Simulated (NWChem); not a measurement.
System: CF$_{3}$, doublet; SMILES F[C](F)F

Input file for NWChem:

```
start job
memory heap 200 mb stack 900 mb global 1100 mb
geometry units angstroms noautoz
  F     -0.324352     1.207697    -0.072238
  C      0.000000     0.000000     0.319767
  F     -0.883721    -0.884745    -0.072238
  F      1.208072    -0.322952    -0.072238
end
basis spherical
  F library def2-svpd
  C library def2-svpd
end
dft
  odft
  mult 2
  xc xpbe96 cpbe96
  iterations 200
end
task dft gradient
```

Excerpt of the output:

```
             Northwest Computational Chemistry Package (NWChem) 7.3.0
             --------------------------------------------------------

 C3  symmetry detected

                             Geometry "geometry" -> ""
                             -------------------------

 Output coordinates in angstroms (scale by  1.889725989 to convert to a.u.)

  No.       Tag          Charge          X              Y              Z
 ---- ---------------- ---------- -------------- -------------- --------------
    1 F                    9.0000     1.04008726     0.69422959    -0.07127364
    2 C                    6.0000     0.00000000    -0.00000000     0.32073136
    3 F                    9.0000    -1.12126410     0.55362720    -0.07127364
    4 F                    9.0000     0.08117683    -1.24785679    -0.07127364

 Effective nuclear repulsion energy (a.u.)     124.7851161591

      Symmetry information
      --------------------

 Group name             C3
 Group number              5
 Group order               3
 No. of unique centers     2

  pbe96 is a nonlocal functional; adding pw91lda local functional.

                                 NWChem DFT Module
                                 -----------------

 Summary of "ao basis" -> "ao basis" (spherical)
 ------------------------------------------------------------------------------
       Tag                 Description            Shells   Functions and Types
 ---------------- ------------------------------  ------  ---------------------
 F                         def2-svpd                 9       23   4s3p2d
 C                         def2-svpd                 8       20   4s2p2d

      Symmetry analysis of basis
      --------------------------

        a          31
        e+         29
        e-         29

  Rotation of axis

            General Information
            -------------------
          SCF calculation type: DFT
          Wavefunction type:  spin polarized.
          No. of atoms     :     4
          No. of electrons :    33
           Alpha electrons :    17
            Beta electrons :    16
          Charge           :     0
          Spin multiplicity:     2
          Use of symmetry is: on ; symmetry adaption is: on
          Maximum number of iterations: 200
          AO basis - number of functions:    89
                     number of shells:    35
          Convergence on energy requested:  1.00D-06
          Convergence on density requested:  1.00D-05
          Convergence on gradient requested:  5.00D-04

              XC Information
              --------------
          PerdewBurkeErnzerhof Exchange Functional  1.000
            Perdew 1991 LDA Correlation Functional  1.000 local
           PerdewBurkeErnz. Correlation Functional  1.000 non-local

             Grid Information
             ----------------
          Grid used for XC integration:  medium
          Radial quadrature: Mura-Knowles
          Angular quadrature: Lebedev.
          Tag              B.-S. Rad. Rad. Pts. Rad. Cut. Ang. Pts.
          ---              ---------- --------- --------- ---------
          F                   0.50       49           9.0       434
          C                   0.70       49           8.0       434
          Grid pruning is: on
          Number of quadrature shells:    98
          Spatial weights used:  Erf1

      Superposition of Atomic Density Guess
      -------------------------------------

 Sum of atomic energies:        -335.51675624

      Non-variational initial energy
      ------------------------------

 Total energy =    -336.533181
 1-e energy   =    -715.655522
 2-e energy   =     254.337225
 HOMO         =      -0.112684
 LUMO         =       0.107488

   Symmetry analysis of molecular orbitals - initial alpha
   -------------------------------------------------------

  Numbering of irreducible representations:

     1 a           2 e+          3 e-

  Orbital symmetries:

     1 a           2 e+          3 e+          4 a           5 a
     6 e+          7 e+          8 a           9 e+         10 e+
    11 a          12 e+         13 e+         14 e+         15 e+
    16 a          17 a          18 a          19 e+         20 e+
    21 a          22 e+         23 e+         24 e+         25 e+
    26 a          27 a

   Symmetry analysis of molecular orbitals - initial beta
   ------------------------------------------------------

  Numbering of irreducible representations:

     1 a           2 e+          3 e-

  Orbital symmetries:

     1 a           2 e+          3 e+          4 a           5 a
     6 e+          7 e+          8 a           9 e+         10 e+
    11 a          12 e+         13 e+         14 e+         15 e+
    16 a          17 a          18 a          19 e+         20 e+
    21 a          22 e+         23 e+         24 e+         25 e+
    26 a          27 a

   convergence    iter        energy       DeltaE   RMS-Dens  Diis-err
 ---------------- ----- ----------------- --------- --------- ---------
 d= 0,ls=0.0,diis     1   -336.8438216603 -4.62D+02  2.08D-02  4.03D-01
                                                     1.04D-02  3.58D-01
 d= 0,ls=0.0,diis     2   -336.5260932909  3.18D-01  6.95D-03  1.38D+00
                                                     6.61D-03  1.42D+00
 d= 0,ls=0.0,diis     3   -337.0078883194 -4.82D-01  1.32D-03  1.48D-02
                                                     8.16D-04  1.39D-02
 d= 0,ls=0.0,diis     4   -337.0114434136 -3.56D-03  7.77D-04  3.01D-03
                                                     2.66D-04  2.95D-03
 d= 0,ls=0.0,diis     5   -337.0124486513 -1.01D-03  4.05D-05  7.56D-06
                                                     3.07D-05  1.02D-05
  Resetting Diis
 d= 0,ls=0.0,diis     6   -337.0124531471 -4.50D-06  1.86D-05  1.15D-06
                                                     6.56D-06  5.28D-07
 d= 0,ls=0.0,diis     7   -337.0124535688 -4.22D-07  4.53D-06  2.71D-08
                                                     1.08D-06  1.17D-08

         Total DFT energy =     -337.012453568819
      One electron energy =     -715.215005497092
           Coulomb energy =      289.789918951729
    Exchange-Corr. energy =      -36.372483182577
 Nuclear repulsion energy =      124.785116159120

 Numeric. integr. density =       33.000002340830

                  Occupations of the irreducible representations
                  ----------------------------------------------

                     irrep           alpha         beta
                     --------     --------     --------
                     a                 7.0          6.0
                     e+               10.0         10.0
                     e-                0.0          0.0

                    DFT Final Alpha Molecular Orbital Analysis
                    ------------------------------------------

 Vector   15  Occ=1.000000D+00  E=-4.138433D-01  Symmetry=e+
              MO Center=  2.7D-01,  2.7D-01, -2.8D-02, r^2= 1.9D+00
   Bfn.  Coefficient  Atom+Function         Bfn.  Coefficient  Atom+Function
  ----- ------------  ---------------      ----- ------------  ---------------
     7      0.408955  1 F  pz                 5      0.271772  1 F  px
    10     -0.262395  1 F  pz                48      0.249409  3 F  px
    50     -0.241199  3 F  pz                71      0.208399  4 F  px
    73     -0.167756  4 F  pz                 8     -0.165891  1 F  px
    51     -0.153993  3 F  px                53      0.154758  3 F  pz

 Vector   16  Occ=1.000000D+00  E=-3.861247D-01  Symmetry=a
              MO Center=  1.7D-15,  7.0D-15, -6.6D-02, r^2= 2.0D+00
   Bfn.  Coefficient  Atom+Function         Bfn.  Coefficient  Atom+Function
  ----- ------------  ---------------      ----- ------------  ---------------
    71      0.413431  4 F  px                49     -0.371490  3 F  py
     6      0.344595  1 F  py                74     -0.264667  4 F  px
    52      0.237817  3 F  py                 5     -0.230007  1 F  px
     9     -0.220600  1 F  py                48     -0.183424  3 F  px
     8      0.147244  1 F  px                51      0.117423  3 F  px

 Vector   17  Occ=1.000000D+00  E=-2.264844D-01  Symmetry=a
              MO Center= -8.2D-16, -4.1D-16,  4.8D-01, r^2= 1.5D+00
   Bfn.  Coefficient  Atom+Function         Bfn.  Coefficient  Atom+Function
  ----- ------------  ---------------      ----- ------------  ---------------
    30      0.528842  2 C  pz                26      0.420463  2 C  s
    25      0.304534  2 C  s                 27      0.272373  2 C  s
     7      0.268880  1 F  pz                50      0.268880  3 F  pz
    73      0.268880  4 F  pz                33      0.246371  2 C  pz
    10     -0.187366  1 F  pz                53     -0.187366  3 F  pz

 Vector   18  Occ=0.000000D+00  E= 1.278740D-02  Symmetry=a
              MO Center= -2.4D-16, -9.3D-17, -3.4D-04, r^2= 7.7D+00
   Bfn.  Coefficient  Atom+Function         Bfn.  Coefficient  Atom+Function
  ----- ------------  ---------------      ----- ------------  ---------------
    27      4.982598  2 C  s                  4     -1.757001  1 F  s
    47     -1.757001  3 F  s                 70     -1.757001  4 F  s
    26      1.138802  2 C  s                 78     -0.621185  4 F  py
    54     -0.558167  3 F  px                11      0.517756  1 F  px
    33     -0.449869  2 C  pz                13     -0.377690  1 F  pz

[...]

                         DFT ENERGY GRADIENTS

    atom               coordinates                        gradient
                 x          y          z           x          y          z
   1 F       1.965480   1.311904  -0.134688   -0.016983  -0.011335   0.005282
   2 C       0.000000  -0.000000   0.606094    0.000000   0.000000  -0.015845
   3 F      -2.118882   1.046204  -0.134688    0.018308  -0.009040   0.005282
   4 F       0.153402  -2.358107  -0.134688   -0.001325   0.020375   0.005282
```

Level: PBE/def2-SVPD, spin-unrestricted. In the optimisation the excess spin sits in a (C3, its own frame). All runs use the structure optimised with PBE0/def2-SVP, spin-unrestricted. No stability test was run on the SCF state.
